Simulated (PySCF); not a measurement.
**Kr(24+): ionisation energy**

Kr(24+) [Ne] 3s2 (1S) → Kr(25+) [Ne] 3s1 (2S), as a difference of total energies. Calculation: PySCF 2.14, in an even-tempered Gaussian basis (16 s from 2.9 bohr⁻², ratio 2.5; 10 p from 3.8 bohr⁻², ratio 2.5; 5 d from 14 bohr⁻², ratio 2.7; 4 f from 22 bohr⁻², ratio 2.7); the non-relativistic Hamiltonian (point nucleus). Correlated levels: outer shells: 1s2 frozen; virtual orbitals above 40 to 60 times the deepest correlated orbital energy dropped. The calculations carry no spin-orbit coupling.

```json
{"method": "UHF", "ionisation energy (eV)": "1131.9"}
{"method": "LDA", "ionisation energy (eV)": "1135.3"}
{"method": "PBE", "ionisation energy (eV)": "1136.1"}
{"method": "PBE0", "ionisation energy (eV)": "1135.4"}
{"method": "r2SCAN", "ionisation energy (eV)": "1132.4"}
{"method": "MN15", "ionisation energy (eV)": "1132.5"}
{"method": "M06-2X", "ionisation energy (eV)": "1135.7"}
{"method": "MP2 (outer shells)", "ionisation energy (eV)": "1134.9"}
{"method": "SCS-MP2 (outer shells)", "ionisation energy (eV)": "1135.3"}
```

Question: How much does correlation contribute at MP2 (outer shells)?

Answer: 1134.9 − (1131.9) = 3.0 eV, measured against UHF.

The gap to the reference is mostly relativistic.

For comparison: 1155 ± 1.6 eV (semi-empirical (NIST evaluation); NIST Atomic Spectra Database, ionization energies).
